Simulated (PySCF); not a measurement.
How methods differ on the excitation energy of Zn

Zn [Ar] 3d10 4s2 (1S) → Zn [Ar] 3d9 4s2 5s1 (3D), as a difference of total energies. Calculation: PySCF 2.14, in aug-cc-pVDZ-PP with ECP10MDF; scalar relativity through the core potential. Correlated levels: valence: 3s2 3p6 frozen. The calculations carry no spin-orbit coupling.

```json
{"method": "UHF", "excitation energy (eV)": "12.328"}
{"method": "MP2 (valence)", "excitation energy (eV)": "15.180"}
{"method": "SCS-MP2 (valence)", "excitation energy (eV)": "14.828"}
{"method": "CCSD (valence)", "excitation energy (eV)": "14.458"}
{"method": "CCSD(T) (valence)", "excitation energy (eV)": "14.605"}
```

Question: How much does correlation contribute at CCSD(T) (valence)?

Answer: 14.605 − (12.328) = 2.277 eV, measured against UHF.

The upper state lies above the first ionisation limit, where it may autoionise and the basis confines it. A Rydberg-like electron needs more diffuse functions than a valence basis has.

The promoted electron is Rydberg-like, and one or two diffuse shells describe it only roughly, which tends to raise the upper state.
